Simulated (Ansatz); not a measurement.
The same ligand exchange along the group Ti, Zr, Hf.

Calculated with Ansatz (gas phase, PBE0-D4/def2-TZVP geometries, no zero-point term in ΔE). CCSD(T)/CBS adds triple-zeta CCSD(T) − MP2 to the extrapolated MP2 energy (def2 sets, frozen cores). This one scheme is used for every species. DFT in def2-TZVPP. Elements past krypton have def2 core potentials. For Hf, Se, Ti, Zr outer-core shells are correlated without core-valence functions, which leaves a few kJ/mol of doubt a bond. Scalar relativity is left out up to krypton. Each species was taken in one conformer, which may not be the lowest.

| reaction | CCSD(T)/CBS(def2) (kJ/mol) |
| --- | --- |
| `O=C=[N][Ti]([F])([F])[F]` + H₂Se → `[F][Ti]([F])([F])[SeH]` + `N=C=O` | 26 |
| `O=C=[N][Zr]([F])([F])[F]` + H₂Se → `[F][Zr]([F])([F])[SeH]` + `N=C=O` | ? |
| `O=C=[N][Hf]([F])([F])[F]` + H₂Se → `[F][Hf]([F])([F])[SeH]` + `N=C=O` | 36 |

Problem. Fill in the missing values. (Best estimate.)

Solution. Computed: `O=C=[N][Zr]([F])([F])[F]` + H₂Se → `[F][Zr]([F])([F])[SeH]` + `N=C=O`: +34.9 kJ/mol.

Largest T1 diagnostic: 0.023, for `O=C=[N][Ti]([F])([F])[F]`.
